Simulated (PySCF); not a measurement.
C2H7FSi2, SMILES C(/[SiH3])=C/[SiH2]F.

Geometry: B3LYP-D3(BJ)/def2-SVP. The structure was generated by enumeration; whether it is a known compound was not checked. The values are those of a single conformer.

The numbers are results of SMD-PBE0/def2-SVP run with PySCF, not measurements.

Solvation free energies are E(SMD) − E(gas) at the gas-phase geometry, for 1 M in both phases. In vacuum the dipole moment is 1.95 D.

Estimate the solvation free energies in water, 1-octanol, cyclohexanone. (An estimate is asked for; the answer gives what the named calculation found.)


```tsv
solvent	ΔG(solv) (kcal/mol)	its non-electrostatic (CDS) part	dipole (D)
water	2.3	4.8	2.62
1-octanol	-1.3	0.8	2.51
cyclohexanone	-1.1	1.2	2.56
```
